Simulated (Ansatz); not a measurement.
Input for Ansatz (a program for electronic structure): R-PBE/def2-TZVPP on HCl (SMILES Cl).

Ansatz 0.2 input:
```yaml
crystal:
  periodic: [false, false, false]
  atoms:
    - {symbol: Cl, position_ang: [-0.00000000, -0.00000000, 0.64100645]}
    - {symbol: H, position_ang: [0.00000000, 0.00000000, -0.64100645]}
basis:
  gaussian:
    orbitals: def2-TZVPP
hamiltonian:
  xc: {name: PBE}
scf: {lower_state_search: off}
```

Output:

```
WARN ansatz: RAYON_NUM_THREADS=4 ignored (pool sized by the plan → 4); use --threads N
Functional definition: PBE
these checks for a lower state are left out or cut short: stability, starts, cluster_reference, orbital_swaps, neighbouring_geometries, increment
integrals: 0.01 GiB planned
353 factors; their error is unknown
mean field: 0.13 GiB planned
mean field evaluation 1: about -12533.9822 eV, gradient 1.2e1 eV
mean field evaluation 2: about -12533.9696 eV, gradient 1.4e1 eV
mean field evaluation 4: about -12534.3186 eV, gradient 3.3e-1 eV
mean field evaluation 8: about -12534.3104 eV, gradient 1.7e-3 eV
mean field -12534.31039369 eV, -460.6274109075 hartree, gradient 1.5e-6 eV, S^2 0.000000; 0 other end points of the search recorded, 0 dependent functions left out
reference -12534.31041462 eV, -460.6274116767 hartree; 9, 9 occupied and 47, 47 virtual orbitals, 353 factors
Total energy: -12534.31041462 eV, -460.6274116767 hartree
Checks for a lower state left out: stability, starts, cluster_reference, orbital_swaps, neighbouring_geometries, increment
```

The calculation finished and met its thresholds.

Cost: roughly 0.5 core-seconds.
